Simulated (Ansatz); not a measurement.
The inner images of a band of Cl2FGeHO + H4OSi (12 atoms, charge 0, multiplicity 1) are given out of order.

Method: RKS PBE/def2-SVP in Ansatz.

First end point:

```xyz
12
Properties=species:S:1:pos:R:3
Ge -0.008 -0.003 0.066
O -0.358 0.217 1.815
H -0.756 1.106 1.909
Cl 2.025 0.122 -0.638
F -0.651 1.554 -0.468
Cl -1.267 -1.355 -1.074
O 0.717 -1.925 1.175
Si 0.632 -3.593 0.789
H 1.179 -3.706 -0.596
H 1.497 -4.330 1.772
H -0.773 -4.114 0.879
H 0.420 -1.631 2.062
```

Last end point:

```xyz
12
Properties=species:S:1:pos:R:3
Ge 0.094 -0.508 -0.077
O 0.553 0.484 1.962
H -0.345 0.813 2.174
Cl 1.705 0.715 -0.810
F -1.407 0.333 0.316
Cl -0.561 -1.557 -1.887
O 0.453 -1.883 1.015
Si 0.388 -3.555 0.680
H 1.312 -3.927 -0.442
H 0.854 -4.196 1.956
H -1.014 -3.999 0.378
H 0.624 -0.379 2.426
```

Question: Put them in order from the first end to the last, with their energies above the first end.
A.
```xyz
12
Properties=species:S:1:pos:R:3
Ge 0.053 -0.071 0.037
O 0.018 0.164 1.850
H -0.621 0.861 2.089
Cl 1.957 0.554 -0.741
F -1.094 1.245 -0.244
Cl -0.864 -1.471 -1.386
O 0.808 -1.885 1.028
Si 0.494 -3.565 0.819
H 1.190 -3.962 -0.440
H 1.106 -4.222 2.021
H -0.972 -3.878 0.770
H 0.580 -1.428 1.888
```
B.
```xyz
12
Properties=species:S:1:pos:R:3
Ge 0.125 -0.457 -0.101
O 0.481 0.408 1.997
H -0.424 0.731 2.192
Cl 1.892 0.586 -0.739
F -1.287 0.569 0.162
Cl -0.596 -1.490 -1.891
O 0.383 -1.863 0.992
Si 0.385 -3.542 0.711
H 1.194 -3.907 -0.498
H 1.026 -4.117 1.943
H -1.019 -4.056 0.589
H 0.496 -0.520 2.335
```
C.
```xyz
12
Properties=species:S:1:pos:R:3
Ge -0.006 0.004 0.041
O -0.302 0.106 1.814
H -0.752 0.959 1.980
Cl 1.990 0.400 -0.658
F -0.855 1.493 -0.381
Cl -1.103 -1.405 -1.194
O 0.887 -1.916 1.060
Si 0.576 -3.587 0.813
H 1.176 -3.926 -0.511
H 1.269 -4.324 1.925
H -0.889 -3.903 0.854
H 0.665 -1.559 1.949
```
D.
```xyz
12
Properties=species:S:1:pos:R:3
Ge 0.146 -0.363 -0.082
O 0.376 0.284 1.968
H -0.507 0.620 2.225
Cl 1.969 0.554 -0.746
F -1.153 0.840 0.009
Cl -0.716 -1.486 -1.752
O 0.490 -1.840 0.970
Si 0.415 -3.526 0.752
H 1.184 -3.948 -0.461
H 1.055 -4.100 1.988
H -1.013 -3.979 0.684
H 0.411 -0.714 2.138
```
E.
```xyz
12
Properties=species:S:1:pos:R:3
Ge 0.135 -0.205 -0.018
O 0.297 0.216 1.879
H -0.513 0.662 2.197
Cl 2.007 0.542 -0.757
F -1.133 1.025 -0.111
Cl -0.729 -1.474 -1.600
O 0.573 -1.839 1.041
Si 0.414 -3.531 0.816
H 1.172 -3.929 -0.410
H 1.028 -4.142 2.041
H -1.029 -3.927 0.722
H 0.433 -1.056 1.893
```

Answer: C (+0.3 kcal/mol), A (+3.9 kcal/mol), E (+11.1 kcal/mol), D (+1.9 kcal/mol), B (-2.5 kcal/mol).

Time of the run: 3.3 min on 4 threads of Intel(R) Xeon(R) Platinum 8488C (Sapphire Rapids) (shared host), peak memory 0.27 GiB.
